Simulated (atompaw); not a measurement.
# Reading a pseudo-wave (H (Z = 1))

Columns: radius, all-electron u(r) and pseudo u(r) of the 1s shell (level -6.49 eV) of hydrogen in the configuration 1s1; PBE, scalar-relativistic, PAW (atompaw) scheme, atompaw 4.2.0.5.

```
r (bohr)  all-electron  pseudo
   0.040        0.0738  0.0560
   0.081        0.1433  0.1128
   0.121        0.2055  0.1673
   0.162        0.2638  0.2216
   0.202        0.3158  0.2727
   0.242        0.3632  0.3215
   0.283        0.4074  0.3688
   0.323        0.4464  0.4121
   0.363        0.4817  0.4522
   0.404        0.5143  0.4900
   0.444        0.5428  0.5235
   0.485        0.5688  0.5542
   0.525        0.5914  0.5809
   0.565        0.6114  0.6043
   0.606        0.6293  0.6250
   0.646        0.6446  0.6423
   0.687        0.6580  0.6572
   0.727        0.6691  0.6692
   0.767        0.6785  0.6790
   0.808        0.6863  0.6870
   0.848        0.6924  0.6930
   0.888        0.6971  0.6975
   0.929        0.7005  0.7007
   0.969        0.7026  0.7027
   1.010        0.7036  0.7036
   1.050        0.7035  0.7035
```

Q: How many radial nodes do the two functions have?

A: The all-electron 1s function has n − l − 1 = 0; the pseudo-wave has 0.

Q: Where does each function peak?

A: Outermost all-electron maximum near 1.01 bohr, pseudo maximum near 1.01 bohr (to the table’s step).

Q: Is the pseudo-wave norm-conserving?

A: No, it belongs to a PAW set: the norm inside the radius is not constrained, and the difference is carried by the augmentation charge.
